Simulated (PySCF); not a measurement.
# Bi: ionisation energy

Bi [Xe] 4f14 5d10 6s2 6p3 (4S) → Bi⁺ [Xe] 4f14 5d10 6s2 6p2 (3P), as a difference of total energies. Computed with PySCF 2.14 in def2-SVP with the def2 core potential (60 electrons) (4s4p2d, 26 functions), with a scalar-relativistic core potential. Correlated levels: valence: 5s2 5p6 5d10 frozen. The calculations carry no spin-orbit coupling.

```json
{"method": "UHF", "ionisation energy (eV)": "8.231", "difference from reference (eV)": "+0.945"}
{"method": "B3LYP", "ionisation energy (eV)": "8.566", "difference from reference (eV)": "+1.280"}
{"method": "PBE", "ionisation energy (eV)": "8.566", "difference from reference (eV)": "+1.280"}
{"method": "MP2 (valence)", "ionisation energy (eV)": "8.481", "difference from reference (eV)": "+1.195"}
{"method": "SCS-MP2 (valence)", "ionisation energy (eV)": "8.392", "difference from reference (eV)": "+1.106"}
{"method": "CCSD (valence)", "ionisation energy (eV)": "8.473", "difference from reference (eV)": "+1.187"}
{"method": "CCSD(T) (valence)", "ionisation energy (eV)": "8.476", "difference from reference (eV)": "+1.190"}
```

Reference: 7.286 eV (measured; NIST Atomic Spectra Database, ionization energies).

Spin-orbit coupling is strong in these open shells (close to jj coupling). The scalar numbers leave it out and a first-order estimate fails, so it can dominate the gap to the real levels.

Errors of the correlated levels include the incompleteness of this basis and the frozen core.
